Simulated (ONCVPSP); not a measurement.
# Pseudopotential generation for K (Z = 19): ONCV, PBE, scalar-relativistic.

ONCVPSP 4.0.1 input, shortened (lines: element, Z, core and valence counts, functional; n l f; lmax; l rc ep ncon nbas qcut; lloc lpopt rc5 dvloc0; l nproj debl; icmod fcfact rcfact), PBE, scalar-relativistic:

```
  K 19.00    3    2        4      upf
    1    0    2.00
    2    0    2.00
    2    1    6.00
    3    0    2.00
    3    1    6.00
    3
    0    1.80    0.00    3    6    7.60
    1    1.70    0.00    3    6    8.20
    2    1.45    0.06    4    9    7.20
    3    1.60    0.29    3    8    7.40
    4    5    1.35    1.00
    0    1    0.70
    1    3    2.40
    2    3    1.20
    3    2    0.60
    0    0.00    0.00
```

In the d channel the program set the typed energies aside and used 0.050, 1.250, 2.450 Ha.

Question: Does the generator finish with these settings?

Answer: Yes, a potential is produced and its reference levels are reproduced.

Question: Estimate the cutoffs (Ha) at which the residual kinetic energy of the hardest occupied pseudo-wave falls to 1 and 0.1 mHa per electron.

Answer: 18 Ha and 21 Ha.

Question: Does the potential have ghost states?

Answer: No bound ghost flagged; GHOST(+) flags only above 600 eV.

Question: Which valence shell sets the plane-wave cutoff?

Answer: 3s: 18 Ha for 1 mHa per electron, against 11 Ha for 3p.

Question: Tests: 3s2 3p6 4s1; 3s2 3p6 4s0.5; 3s2 3p6 4p1; 3s2 3p5 4s1. Which has the largest error in its energy relative to the reference configuration, and how large is it?

Answer: 3s2 3p5 4s1, with +88 meV (all-electron minus pseudo) on +20.62 eV.
